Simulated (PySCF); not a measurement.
An unknown is described by computed data only.

Formula: C7H5F5O.

* Triplet: lowest triplet excitation (Tamm–Dancoff): 3.88 eV [TDA wB97X-D/def2-SVPD]
* UV, first state: lowest singlet excitation: 5.22 eV (238 nm, f = 0.015) [TDDFT wB97X-D/def2-SVPD]
* 13C NMR: chemical shifts (computed TMS as zero) by class: 150.2 (2 C), 124.8 (1 C), 116.3 (1 C), 102.4 (2 C), 40.0 (1 C) ppm [GIAO PBE0/pcSseg-1]
* NMR, other nuclei: isotropic shieldings of nuclei other than C and H, by class: 156 (1 O), 266 (3 F), 315 (2 F) ppm [GIAO PBE0/pcSseg-1]
* Polarisability: 84.3 au [wB97X-D/def2-SVPD]
* Dipole: 2.25 D [wB97X-D/def2-SVPD]
* UV, strongest line: among the 10 lowest singlet transitions: S7 at 7.92 eV (157 nm, f = 0.498) [TDDFT wB97X-D/def2-SVPD]
* Rotational structure: rotational constants A, B, C: 1.353, 0.643, 0.625 GHz [PBE0-D3(BJ)/def2-SVP]
* Couplings: largest of the computed one-bond spin–spin couplings (means over like bonds): 19F–13C -357.2 (×3), 19F–13C -308.2 (×2), 13C–1H +203.3 (×2), 13C–1H +177.6 (×2), 13C–1H +141.0 Hz [B3LYP/pcJ-1, spin–dipole term left out for some pairs]
* 1H NMR: chemical shifts (computed TMS as zero) by class: 6.47 (2 H), 4.83 (2 H), 3.76 (1 H) ppm [GIAO PBE0/pcSseg-1]

Gas-phase values; electronic properties from PySCF, density fitting. Levels stand in brackets. Isolated species at its PBE0-D3(BJ)/def2-SVP geometry (one conformer only). NMR classes are plain means over equivalent atoms (diastereotopic ones count apart unless rotation or inversion swaps them), as if these changed places fast.

**Question.** Propose a structure and show how it fits.

**Answer.** Numbering: `[F:1][C:2]([F:3])([F:4])[C:5]([F:6])([F:7])[CH:8]1[CH:9]=[CH:10][O:11][CH:12]=[CH:13]1`. Its formula, C7H5F5O, gives 3 degrees of unsaturation: 1 ring and 2 π bonds in the structure found. 7 carbons fall into 5 classes; from least to most shielded: vinylic carbon bearing oxygen [C10/C12] (150.2 ppm, 2 C), CF3 carbon [C2] (124.8 ppm), CF2 carbon [C5] (116.3 ppm), alkene CH carbon [C9/C13] (102.4 ppm, 2 C), allylic carbon [C8] (40.0 ppm). Hydrogen classes from least to most shielded: 2 H on 2 like atoms (vinylic carbon bearing oxygen), C10/C12 (6.47 ppm), 2 H on 2 alkene CH carbons, C9/C13 (4.83 ppm), 1 H on an allylic carbon, C8 (3.76 ppm). The other shieldings belong to: 156 ppm, cyclic ether oxygen [O11]; 266 ppm, fluorine of a CF3 group [F1/F3/F4]; 315 ppm, fluorine of a CF2 group [F6/F7]. The couplings run between: -357.2 Hz, fluorine of a CF3 group [F1] and CF3 carbon [C2] (with 2 like pairs); -308.2 Hz, fluorine of a CF2 group [F6] and CF2 carbon [C5] (with 1 like pair); +203.3 Hz, vinylic carbon bearing oxygen [C10] and its hydrogen (with 1 like pair); +177.6 Hz, alkene CH carbon [C9] and its hydrogen (with 1 like pair); +141.0 Hz, allylic carbon [C8] and its hydrogen. By its constants the optimised geometry is an asymmetric top. Structure: `FC(F)(F)C(F)(F)C1C=COC=C1`. Computed isomers that give other values at the same levels: `C#C[C@H](C)C(=O)C(F)(F)C(F)(F)F` (smallest rotational constant: 0.537 GHz; this holds for the one conformer computed); `FC1=C(OC(F)F)C=CC(F)(F)C1` (rotational constant A: 1.903 GHz; this holds for the one conformer computed); `FC1=C([C@H](F)C(F)(F)F)OC=CC1` (smallest rotational constant: 0.504 GHz; this holds for the one conformer computed). The assignments are read from this structure; whether some other isomer fits the data as well wasn't checked.

Shape of the structure used: `[F:1][C:2]([F:3])([F:4])[C:5]([F:6])([F:7])[CH:8]1[CH:9]=[CH:10][O:11][CH:12]=[CH:13]1`: F1–C2–C5–F6 -56°, C2–C5–C8–C9 -63°.
